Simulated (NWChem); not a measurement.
System: CH$_{4}$BClO$_{2}$; SMILES O(C)B(O)Cl

```xyz
9

B      0.2141     0.0678    -0.0005
Cl    -0.3199     1.7659     0.0021
O      1.5353    -0.2329    -0.0005
H      2.0950     0.5491     0.0006
O     -0.7345    -0.8796    -0.0025
C     -0.4326    -2.2550    -0.0036
H     -0.8714    -2.7218     0.8916
H     -0.8836    -2.7224    -0.8923
H      0.6520    -2.4394    -0.0107
```
Atoms are numbered in this order, from 1.

Level: PBE0/def2-SVP (NWChem), optimised geometry, unscaled harmonic frequencies. 

Task: List the harmonic frequencies with IR intensities, and the thermochemistry.

Result: 
```tsv
frequency (cm⁻¹)	IR intensity (km/mol)
22	0.0
140	8.7
230	3.1
333	15.8
429	5.6
517	103.0
595	44.0
711	30.1
952	108.1
1108	28.2
1187	0.2
1200	44.6
1284	543.9
1434	189.9
1477	4.8
1478	2.0
1553	340.3
3055	49.5
3152	19.5
3165	11.3
3933	121.7
```

| Property | Value |
|---|---|
| zero-point energy | 39.9 kcal/mol |
| thermal correction to the enthalpy at 298.15 K (with zero-point energy) | 44.4 kcal/mol |
| heat capacity Cv | 19.3 cal/(mol K) |
| entropy at 298.15 K and 1 atm (symmetry number 1) | 81.0 cal/(mol K) |
| dipole moment | 2.02 D |

Rigid rotor and harmonic oscillator; modes under 100 cm⁻¹ make the entropy uncertain.
